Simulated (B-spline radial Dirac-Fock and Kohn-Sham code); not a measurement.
**Energy-loss ionisation edge M3 of Ru**

System: neutral ruthenium in the configuration [Kr] 4d7 5s1. Method: the first Born approximation with generalised oscillator strengths from a Dirac-Hartree-Slater potential (longitudinal and transverse terms; continuum final states only, so no white lines or fine structure). Computed with an atomic code on a B-spline grid. The edge is taken at 461.5 eV (tabulated value).

Partial cross sections σ(β, Δ) in barn, integrated over a window Δ above the edge and up to the collection semi-angle β, for parallel illumination:

```
E₀ (kV)  β (mrad)  Δ = 25 eV  Δ = 50 eV  Δ = 100 eV  Δ = 200 eV  Δ = 300 eV
     60        50       1020       2190        4430        7820       10100
     60       100       1130       2510        5250        9630       12800
     80        50        876       1900        3870        6890        8940
     80       100        951       2100        4380        8050       10700
    100         5        247        489         886        1430        1760
    100        10        431        868        1610        2680        3360
    100        50        782       1700        3480        6230        8130
    100       100        832       1830        3820        7020        9350
    120         5        255        507         923        1500        1860
    120        10        420        850        1590        2650        3340
    120        50        714       1550        3190        5750        7530
    200         5        269        539         995        1650        2070
    200        20          ?          ?           ?           ?           ?
    200        50        567       1230        2540        4630        6120
```

Question: Give the row for 200 kV and 20 mrad.

Answer: 491 b for 25 eV, 1030 b for 50 eV, 2030 b for 100 eV, 3530 b for 200 eV, 4540 b for 300 eV.
